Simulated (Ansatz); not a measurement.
A nudged elastic band was laid between two geometries of Al₂H₅NO₂ (10 atoms, charge 0, multiplicity 1).

Level of theory: RKS PBE/def2-SVP (Ansatz 0.2.0).

```json
{
  "movable images": "9",
  "climbing image": "yes",
  "spring": "5.0 eV/Å²",
  "optimiser": "quadratic models (default)",
  "start path": "through a guess of the saddle point",
  "force threshold": "0.05 eV/Å",
  "iteration limit": "60",
  "end points": "relaxed"
}
```

Image 0:

```xyz
10
Properties=species:S:1:pos:R:3
O -0.617 -0.512 2.518
Al 0.171 -0.189 1.024
O 1.870 0.032 1.040
N -0.676 -0.074 -0.563
Al -0.080 0.402 -2.199
H -1.575 -0.606 2.624
H 2.357 0.006 1.879
H -1.675 -0.320 -0.540
H -1.132 0.353 -3.407
H 1.440 0.858 -2.373
```

Image 10:

```xyz
10
Properties=species:S:1:pos:R:3
O -1.159 -0.475 1.487
Al 0.078 0.158 0.450
O 1.781 0.194 0.782
N -0.141 -0.692 -1.259
Al -0.749 1.102 -2.113
H -1.329 -0.134 2.378
H 2.166 0.691 1.518
H -0.849 -1.441 -1.290
H -0.433 1.635 -0.281
H 0.718 -1.090 -1.668
```

Question: What changes between the two ends?

Answer: Bonds broken: Al5–H10. Bonds formed: Al2–H9, N4–H10.

Question: Give the energies along the band, and the barrier.

Answer: The run converged. The highest image is number 4 of 0 to 10, 2.76 eV above the first end and 2.55 eV above the last; the last end lies 0.21 eV above the first. The profile has 3 maxima (images 1, 4, 8) with wells between them (images 2, 6): this band takes more than one step, which may be the mechanism or a detour left from its start path. Neighbouring images differ by up to 2.5 eV, so the band resolves the path poorly. A vibrational analysis at the climbing image gives one clearly imaginary mode, 1338i cm⁻¹: a first-order saddle point. The orbitals stay closed-shell, which can raise the energy where a bond breaks towards radicals; this wasn't checked here.

```csv
image,path coordinate (Å),energy (eV),Al5–H10 (Å),Al2–H9 (Å),N4–H10 (Å)
0,0.00,0.00,1.60,4.65,2.94
1,1.36,0.06,1.60,4.59,2.93
2,2.71,0.02,1.60,4.65,2.89
3,4.07,0.24,1.58,4.51,2.66
4,5.43,2.76,1.72,4.53,1.47
5,7.07,1.01,2.65,4.13,1.03
6,8.70,0.87,2.70,4.10,1.03
7,10.34,0.90,2.64,3.93,1.03
8,11.98,1.25,2.69,3.32,1.03
9,13.62,0.94,2.74,2.08,1.03
10,15.26,0.21,2.67,1.73,1.03
```

Question: What is the geometry of the highest image?

Answer: 
```xyz
10
Properties=species:S:1:pos:R:3
O -0.753 -0.685 2.414
Al 0.176 -0.224 1.056
O 1.794 0.249 1.338
N -0.479 -0.265 -0.674
Al 0.216 1.040 -1.940
H -1.680 -0.962 2.394
H 2.320 0.533 0.568
H -1.363 -0.794 -0.833
H -0.952 1.531 -2.960
H 0.803 -0.475 -1.362
```

The band took 39 iterations and roughly 14 core-minutes.

Time of the run: 7.6 min on 2 threads of Intel(R) Xeon(R) Platinum 8488C (Sapphire Rapids), with other jobs on the host, peak memory 0.16 GiB.
